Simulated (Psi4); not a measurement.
A dimer, CH4 ··· C2H3N (SMILES C and CC#N); the first 5 atoms form monomer A.

```
11

C      0.0000     0.0000     0.0000
H     -0.6732    -0.4715    -0.7147
H     -0.3941     0.9758     0.2807
H      0.0843    -0.6263     0.8871
H      0.9829     0.1220    -0.4530
C      2.4557     0.7217     2.6416
C      1.6980    -0.4618     3.0162
N      1.0991    -1.3971     3.3122
H      2.6209     1.3537     3.5144
H      3.4227     0.4334     2.2289
H      1.9106     1.2947     1.8913
```

Q: What interaction energy does SAPT0/jun-cc-pVDZ, frozen core run with Psi4 1.11 give, and which attractive term is the largest?

A: Total -0.26 kcal/mol: electrostatics -1.29, exchange 2.99, induction -0.40, dispersion -1.55. The most attractive term is dispersion.
